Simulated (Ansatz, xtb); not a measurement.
Relative energy of two structures of AlH5NO2+

Structure a: a singlet given by its coordinates. Structure b: a singlet given by its coordinates. Both are isolated ions in the gas phase, relaxed with BLYP-D3(BJ)/def2-SVP.

a (Å):

| atom | x (Å) | y (Å) | z (Å) |
| --- | --- | --- | --- |
| Al | -0.6366 | 0.2724 | -1.4940 |
| N | -0.7728 | -0.4929 | -3.0542 |
| O | -1.3490 | 0.7183 | -0.0486 |
| O | 1.0905 | 0.9642 | -1.1722 |
| H | -1.6403 | -0.9224 | -3.3935 |
| H | -0.0409 | -0.5925 | -3.7640 |
| H | -2.2170 | 0.6432 | 0.3788 |
| H | 1.2719 | 1.4175 | -0.3168 |
| H | 1.9000 | 0.9619 | -1.7274 |

Close contacts (Å): Al1–N2 1.74, Al1–O3 1.67, Al1–O4 1.89, N2–H5 1.03, N2–H6 1.02, O3–H7 0.97, O4–H8 0.98, O4–H9 0.98.

b (Å):

```xyz
9

Al   -0.0630    0.9219   -1.6589
N    -0.7021   -0.9340   -1.5302
O    -1.4153    1.8713   -1.3985
O     1.5704    0.8052   -1.9985
H    -1.7064   -1.0218   -1.7722
H    -0.6063   -1.3244   -0.5738
H    -0.1749   -1.5772   -2.1493
H    -1.5922    2.8262   -1.3612
H     2.2939    1.4380   -2.1422
```

Close contacts (Å): Al1–N2 1.97, Al1–O3 1.67, Al1–O4 1.67, N2–H5 1.04, N2–H6 1.04, N2–H7 1.04, O3–H8 0.97, O4–H9 0.97.

Question: Estimate E(b) − E(a) at the level CCSD(T)/def2-TZVP.

Answer: Calculated at CCSD(T)/def2-TZVP: E(b) − E(a) = −22.3 kcal/mol, so structure b lies lower.

How the difference moves with the method:

```json
{"level": "GFN2-xTB", "geometry": "GFN2-xTB", "E(b) − E(a) (kcal/mol)": "−19.5", "departure from the last row (kcal/mol)": "+2.8", "job, with rough time for the two": "optimisation, 0.19 s"}
{"level": "HF/STO-3G", "geometry": "GFN2-xTB", "E(b) − E(a) (kcal/mol)": "−3.1", "departure from the last row (kcal/mol)": "+19.2", "job, with rough time for the two": "single point, 0.16 s"}
{"level": "r2SCAN-D4/def2-SVP", "geometry": "GFN2-xTB", "E(b) − E(a) (kcal/mol)": "−23.6", "departure from the last row (kcal/mol)": "−1.2", "job, with rough time for the two": "single point, 1.2 s"}
{"level": "BLYP-D3(BJ)/def2-SVP", "geometry": "BLYP-D3(BJ)/def2-SVP", "E(b) − E(a) (kcal/mol)": "−21.9", "departure from the last row (kcal/mol)": "+0.4", "job, with rough time for the two": "optimisation, 13 s"}
{"level": "HF/def2-TZVP", "geometry": "BLYP-D3(BJ)/def2-SVP", "E(b) − E(a) (kcal/mol)": "−21.3", "departure from the last row (kcal/mol)": "+1.1", "job, with rough time for the two": "part of the CCSD(T) run"}
{"level": "MP2/def2-TZVP", "geometry": "BLYP-D3(BJ)/def2-SVP", "E(b) − E(a) (kcal/mol)": "−22.5", "departure from the last row (kcal/mol)": "−0.2", "job, with rough time for the two": "part of the CCSD(T) run"}
{"level": "CCSD(T)/def2-TZVP", "geometry": "BLYP-D3(BJ)/def2-SVP", "E(b) − E(a) (kcal/mol)": "−22.3", "departure from the last row (kcal/mol)": "", "job, with rough time for the two": "single point, 19 s"}
```

None of the levels shown reverses the order. The largest departure from CCSD(T)/def2-TZVP is that of HF/STO-3G, 19.2 kcal/mol.

With harmonic frequencies from BLYP-D3(BJ)/def2-SVP (ideal gas, rigid rotor, one conformer each, 298.15 K, 1 atm): on the last row, ΔE + ΔZPE = −20.8 kcal/mol. A mode under 50 cm⁻¹ makes harmonic enthalpies and free energies unreliable, so none is given.

The correlated steps freeze 8 core orbitals. Codes used: Ansatz 0.2.0, xtb 6.7.1; the last row on 2 threads of Intel(R) Xeon(R) 6975P-C (Granite Rapids) on a shared host.
